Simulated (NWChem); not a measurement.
Species: MgHF; SMILES [F][MgH]

```xyz
3

Mg    -0.0009    -0.5924     0.0000
H     -0.0055    -2.2802     0.0000
F      0.0008     1.1687     0.0000
```
Atoms are numbered in this order, from 1.

The geometry was optimised at PBE0/def2-SVP.

 Unshifted, non-relativistic core excitations; the lowest 4 roots alone, so stronger bands may lie above.

Q: List the first F K-edge excitations from BHandHLYP/cc-pVTZ, restricted-window TDA (NWChem).

A: 
```tsv
state	energy (eV)	dipole oscillator strength	leading excitation (squared amplitude)
S1	681.7	0.0054	1s of atom 3 or its equivalents → LUMO (0.93)
S2	682.8	0.0079	1s of atom 3 or its equivalents → LUMO+1 (0.93)
S3	682.8	0.0079	1s of atom 3 or its equivalents → LUMO+2 (0.93)
S4	685.4	0.0036	1s of atom 3 or its equivalents → LUMO+3 (0.57)
```
